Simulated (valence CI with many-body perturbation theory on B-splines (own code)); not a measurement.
# E1 transitions of Cd XXXVI

Level of theory: configuration interaction combined with many-body perturbation theory (CI+MBPT): three valence electrons over a frozen Dirac-Fock core [Ne], a basis of 11 s, 11 p, 10 d, 8 f, 5 g, 2 h functions for each j, with the one-electron correlation potential Σ1 (screened to all orders), the two-electron term Σ2, the three-electron term Σ3, Breit, model QED; selected single and double excitations, second order for the rest, scaled by the run's own slope (own B-spline code, finite nucleus).

The last digits are not significant, and no measured levels were compared; by estimate large intervals hold to a few tenths of a per cent, small ones and those within an open d or f shell to about a per cent.

Lines 201 to 250 of 573 in falling wavelength, among levels below 8968.3 × 10³ cm⁻¹, chosen from the strongest by gf and those to the six lowest levels. Wavelengths and rates use the calculated energies. Electric multipoles are in the length gauge, E1 and E2 with the static RPA response of the core. Weak lines are less certain than strong ones. Lines between different terms over intervals too small for the method are left out, as are lines whose strength nearly cancels. Where a level lies close to another of its J and parity, the split of strength between their lines is uncertain. The highest levels of a list are the least certain.

Levels are named by their leading jj configuration (3d3/2^4 stands for four electrons in 3d with j = 3/2), which in mixed levels can hold well under half, so a name can repeat and another be missing. Letters in brackets count levels of one name in rising energy.

```
λ vac (nm)                          Upper                          Lower   A (s⁻¹)  S (a.u.)
     8.985      (3p3/2 3d5/2^2) J=3/2 [a]      (3p3/2^2 3d5/2) J=5/2 [b]  8.42e+10  1.21e-01
     8.983  (3p1/2 3p3/2 3d5/2) J=3/2 [b]          (3p1/2 3p3/2^2) J=1/2  3.06e+10  4.37e-02
     8.982          (3p1/2 3d5/2^2) J=5/2  (3p1/2 3p3/2 3d5/2) J=5/2 [b]  2.45e+10  5.25e-02
     8.969  (3p1/2 3p3/2 3d5/2) J=7/2 [a]     (3s 3p1/2 3d5/2) J=5/2 [a]  4.43e+10  1.26e-01
     8.961      (3p1/2 3p3/2 3d5/2) J=9/2         (3s 3p1/2 3d5/2) J=7/2  3.73e+10  1.33e-01
     8.960          (3d3/2^2 3d5/2) J=1/2          (3p3/2 3d3/2^2) J=1/2  5.02e+10  3.56e-02
     8.957  (3p3/2 3d3/2 3d5/2) J=3/2 [b]         (3s 3d3/2 3d5/2) J=3/2  3.71e+10  5.26e-02
     8.944      (3p3/2 3d5/2^2) J=3/2 [b]      (3p3/2^2 3d5/2) J=5/2 [c]  6.49e+10  9.17e-02
     8.944          (3p3/2^2 3d5/2) J=7/2         (3s 3p3/2 3d3/2) J=7/2  2.42e+10  6.84e-02
     8.943  (3p1/2 3p3/2 3d5/2) J=5/2 [a]         (3s 3p1/2 3d5/2) J=7/2  1.60e+10  3.39e-02
     8.939  (3p1/2 3p3/2 3d5/2) J=3/2 [a]      (3p1/2 3p3/2^2) J=3/2 [a]  3.00e+10  4.22e-02
     8.933      (3p1/2 3d3/2 3d5/2) J=9/2      (3p1/2 3p3/2 3d3/2) J=7/2  3.97e+10  1.40e-01
     8.932      (3p1/2 3d3/2 3d5/2) J=1/2  (3p1/2 3p3/2 3d3/2) J=1/2 [a]  6.44e+10  4.53e-02
     8.923  (3p1/2 3p3/2 3d5/2) J=5/2 [a]      (3p1/2 3p3/2^2) J=3/2 [a]  1.30e+10  2.73e-02
     8.922          (3p3/2 3d3/2^2) J=3/2             (3s 3d3/2^2) J=3/2  3.79e+10  5.32e-02
     8.908                (3d5/2^3) J=3/2  (3p3/2 3d3/2 3d5/2) J=3/2 [c]  2.14e+10  2.98e-02
     8.907  (3p3/2 3d3/2 3d5/2) J=5/2 [d]             (3s 3d5/2^2) J=5/2  5.55e+10  1.16e-01
     8.895  (3p1/2 3p3/2 3d5/2) J=3/2 [b]     (3s 3p1/2 3d5/2) J=5/2 [c]  5.38e+10  7.48e-02
     8.892  (3p3/2 3d3/2 3d5/2) J=5/2 [e]          (3p3/2^2 3d3/2) J=7/2  7.00e+10  1.46e-01
     8.890          (3d3/2^2 3d5/2) J=9/2         (3p3/2 3d5/2^2) J=11/2  9.83e+09  3.41e-02
     8.888     (3s 3d3/2 3d5/2) J=5/2 [a]     (3s 3p3/2 3d3/2) J=3/2 [a]  5.85e+10  1.22e-01
     8.888  (3p3/2 3d3/2 3d5/2) J=3/2 [a]          (3p3/2^2 3d3/2) J=1/2  3.52e+10  4.88e-02
     8.886      (3d3/2 3d5/2^2) J=5/2 [a]  (3p3/2 3d3/2 3d5/2) J=3/2 [a]  2.15e+10  4.47e-02
     8.883  (3p3/2 3d3/2 3d5/2) J=7/2 [b]     (3s 3d3/2 3d5/2) J=9/2 [a]  1.59e+10  4.40e-02
     8.881  (3p3/2 3d3/2 3d5/2) J=7/2 [a]             (3s 3d3/2^2) J=5/2  2.40e+10  6.63e-02
     8.881     (3s 3d3/2 3d5/2) J=5/2 [a]     (3s 3p3/2 3d3/2) J=5/2 [a]  1.65e+10  3.41e-02
     8.881  (3p1/2 3d3/2 3d5/2) J=5/2 [a]      (3p1/2 3p3/2 3d3/2) J=5/2  2.78e+10  5.77e-02
     8.879  (3p1/2 3p3/2 3d5/2) J=5/2 [b]     (3s 3p1/2 3d5/2) J=5/2 [b]  5.64e+10  1.17e-01
     8.876          (3p3/2 3d3/2^2) J=5/2             (3s 3d3/2^2) J=5/2  4.47e+10  9.25e-02
     8.875          (3p3/2^2 3d5/2) J=7/2     (3s 3p3/2 3d3/2) J=5/2 [a]  4.36e+10  1.20e-01
     8.871     (3s 3d3/2 3d5/2) J=9/2 [a]         (3s 3p3/2 3d3/2) J=7/2  8.75e+10  3.02e-01
     8.866      (3d3/2 3d5/2^2) J=5/2 [c]  (3p3/2 3d3/2 3d5/2) J=7/2 [c]  1.41e+10  2.90e-02
     8.864      (3p3/2^2 3d5/2) J=3/2 [b]                (3p3/2^3) J=3/2  1.50e+11  2.07e-01
     8.864  (3p1/2 3p3/2 3d5/2) J=5/2 [a]     (3s 3p1/2 3d3/2) J=3/2 [b]  2.12e+10  4.37e-02
     8.862     (3s 3p3/2 3d5/2) J=3/2 [a]             (3s 3p3/2^2) J=5/2  5.67e+10  7.79e-02
     8.852     (3s 3p1/2 3d5/2) J=5/2 [b]         (3s 3p1/2 3p3/2) J=5/2  4.00e+10  8.21e-02
     8.852         (3s 3p3/2 3d5/2) J=1/2             (3s 3p3/2^2) J=1/2  9.91e+10  6.79e-02
     8.851      (3p3/2^2 3d3/2) J=3/2 [a]     (3s 3p3/2 3d3/2) J=1/2 [a]  3.11e+10  4.25e-02
     8.847          (3p3/2 3d5/2^2) J=1/2      (3p3/2^2 3d5/2) J=3/2 [a]  3.94e+10  2.69e-02
     8.840         (3s 3d3/2 3d5/2) J=1/2         (3s 3p3/2 3d5/2) J=1/2  4.07e+10  2.78e-02
     8.839     (3s 3p1/2 3d5/2) J=5/2 [a]     (3s 3p1/2 3p3/2) J=3/2 [a]  3.67e+10  7.51e-02
     8.829     (3s 3p1/2 3p3/2) J=3/2 [b]             (3s^2 3p1/2) J=1/2  4.40e+10  5.97e-02
     8.828      (3d3/2 3d5/2^2) J=7/2 [b]  (3p3/2 3d3/2 3d5/2) J=7/2 [c]  1.49e+10  4.05e-02
     8.820      (3p3/2^2 3d3/2) J=3/2 [a]     (3s 3p3/2 3d3/2) J=3/2 [a]  2.64e+10  3.58e-02
     8.818                (3d5/2^3) J=9/2          (3p3/2 3d5/2^2) J=9/2  7.32e+10  2.48e-01
     8.814          (3p3/2 3d5/2^2) J=9/2             (3s 3d5/2^2) J=9/2  8.87e+10  3.00e-01
     8.813  (3p3/2 3d3/2 3d5/2) J=1/2 [b]      (3p3/2^2 3d3/2) J=3/2 [b]  1.30e+11  8.77e-02
     8.813      (3p3/2^2 3d5/2) J=5/2 [b]     (3s 3p3/2 3d5/2) J=7/2 [b]  7.56e+10  1.53e-01
     8.811  (3p3/2 3d3/2 3d5/2) J=7/2 [b]          (3p3/2^2 3d5/2) J=7/2  3.14e+10  8.47e-02
     8.805  (3p1/2 3p3/2 3d3/2) J=3/2 [a]         (3s 3p1/2 3d3/2) J=5/2  3.18e+10  4.29e-02
```
